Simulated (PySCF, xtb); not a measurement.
B(I)2(Me) (CH₃BI₂), SMILES CB(I)I.

GFN2-xTB (xtb) at its own geometry gives an orbital gap of 3.69 eV and a dipole moment of 3.76 D.

Geometry: B3LYP-D3(BJ)/def2-SVP. The def2 effective core potentials stand for the cores of I; spin–orbit coupling is left out.

### Question
What does ωB97X/def2-TZVP run with PySCF give? (The exact figures need the calculation; the answer reports its results.)

### Answer
gap 9.72 eV (levels -9.53 and 0.18 eV), dipole 1.37 D.
